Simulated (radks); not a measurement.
The numbers below are computed, except where a source is named.
Q: Radial electron density D(r) = 4 pi r^2 rho(r) of an atom or ion with 17 electrons. Level of theory: Dirac Kohn-Sham, BLYP, spin-unpolarised, spherical densities, finite nucleus; Fermi nuclear charge, rms radius of each element as measured or else 0.836 A^(1/3) + 0.57 fm (a radial shooting solver on a logarithmic mesh with Libxc functionals).

```
   r/bohr * D(r) (the largest magnitude, 29.7, reaches the edge; | marks zero)
 0.005477 |    *
 0.006127 |     *
 0.006908 |      *
 0.007726 |       *
 0.008711 |         *
 0.009744 |           *
   0.0109 |             *
  0.01229 |                *
  0.01374 |                   *
  0.01537 |                      *
  0.01733 |                          *
  0.01939 |                             *
  0.02186 |                                 *
  0.02445 |                                     *
  0.02735 |                                         *
  0.03083 |                                            *
  0.03449 |                                               *
  0.03889 |                                                 *
  0.04349 |                                                  *
  0.04865 |                                                  *
  0.05485 |                                                 *
  0.06135 |                                               *
  0.06862 |                                            *
  0.07737 |                                         *
  0.08654 |                                       *
  0.09758 |                                      *
   0.1091 |                                      *
   0.1221 |                                       *
   0.1376 |                                          *
    0.154 |                                              *
   0.1722 |                                                  *
   0.1942 |                                                     *
   0.2172 |                                                      *
   0.2448 |                                                    *
   0.2739 |                                               *
   0.3063 |                                        *
   0.3454 |                                *
   0.3863 |                        *
   0.4356 |                  *
   0.4872 |               *
   0.5449 |              *
   0.6144 |               *
   0.6872 |                *
   0.7686 |                 *
   0.8667 |                *
   0.9694 |              *
    1.093 |          *
    1.222 |       *
    1.367 |    *
    1.542 |  *
    1.724 |*
    1.929 |*
    2.175 *
    2.432 *
    2.743 *
    3.068 *
```

What is the nuclear charge?

A: Z = 23. The innermost maximum, from 1s, lies near gamma/Z bohr with gamma = sqrt(1 - (Z/c)^2) = 0.986, here 0.0429 bohr (found: 0.0460), and its height grows with Z. The density is that of the vanadium ion V6+ in [Ne] 3s2 3p5; the configuration itself is not fixed sharply by these data, and Z only to about a unit. D(r) has 3 maxima, at r = 0.0460, 0.214, 0.775 bohr, and minima at 0.103, 0.541 bohr, inside which lie 2.14, 10.40 electrons.
